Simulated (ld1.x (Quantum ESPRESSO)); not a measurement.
## technetium, PAW: configuration errors across variants

ld1.x (Quantum ESPRESSO) 7.5 input, shortened:

```
&input
   title='Tc', zed=43., rel=1, dft='PZ', iswitch=3,
   config='[Kr] 4d5 5s1.5 5p0.5'
 /
 &inputp
   pseudotype=3, lpaw=.true., tm=.true., lloc=-1, rcloc=1.85,
   nlcc=.true., new_core_ps=.true., rcore=1.15,
   which_augfun='GAUSS', rmatch_augfun=1.30
 /
6
4S  1  0   2.00   0.00  1.65  2.15  0.0
5S  2  0   1.50   0.00  1.65  2.15  0.0
4P  2  1   6.00   0.00  1.60  1.85  0.0
5P  3  1   0.50   0.00  1.60  1.85  0.0
4D  3  2   5.00   0.00  1.60  1.80  0.0
4D  3  2   0.00   2.25  1.60  1.80  0.0
 &test
   configts(1)='4s2 4p6 4d5 5s1.5 5p0.5'
 /
```

All-electron excitation energies from the reference (eV): (1) 4s2 4p6 4d5 5s2 5p0 -1.893; (2) 4s2 4p6 4d5 5s1 5p0 6.539; (3) 4s2 4p6 4d5 5s0 5p0 21.741; (4) 4s2 4p6 4d4 5s0 5p0 50.669.

The overlap operator is not positive definite (basis up to 400 Ry) in “base”, “core correction Bessel-smoothed model core inside 0.66 bohr”, “core correction Bessel-smoothed model core inside 0.94 bohr”, “core correction Bessel-smoothed model core inside 1.22 bohr”, “core correction Bessel-smoothed model core inside 1.44 bohr”, “core correction Bessel-smoothed model core inside 1.72 bohr”. Such files are unfit for use, however small their errors in these radial tests.

Tests that are not counted but printed errors over 1 eV. “core correction Bessel-smoothed model core inside 1.22 bohr”: 4s1 4p6 4d5 5s2 5p0 (solver errors, printed error -1603 eV).

Errors AE − PS in meV (a dash: test not solved or not reliable):

| change | (1) | (2) | (3) | (4) | bound ghosts |
| --- | --- | --- | --- | --- | --- |
| base | +0.3 | -0.9 | -3.0 | -4.3 | not determined (overlap not positive) |
| core correction Bessel-smoothed model core inside 0.66 bohr | +0.3 | -0.8 | -2.9 | -4.3 | not determined (overlap not positive) |
| core correction Bessel-smoothed model core inside 0.94 bohr | +0.3 | -0.9 | -3.0 | -4.3 | not determined (overlap not positive) |
| core correction Bessel-smoothed model core inside 1.22 bohr | +0.3 | -1.0 | -3.1 | -4.3 | not determined (overlap not positive) |
| core correction Bessel-smoothed model core inside 1.44 bohr | +0.3 | -1.0 | -3.0 | -4.3 | not determined (overlap not positive) |
| core correction Bessel-smoothed model core inside 1.72 bohr | +0.3 | -1.0 | -3.1 | -4.3 | not determined (overlap not positive) |

Give the same row for: core correction Bessel-smoothed model core inside 2.02 bohr.

+0.3, -1.0, -3.1, -4.3; bound ghosts: not determined (overlap not positive). Its overlap operator is not positive definite in a basis up to 400 Ry (lowest eigenvalue p -0.45), so the file is unfit for use: the generalised eigenproblem breaks down once the basis is large enough, and its test numbers describe a broken file.
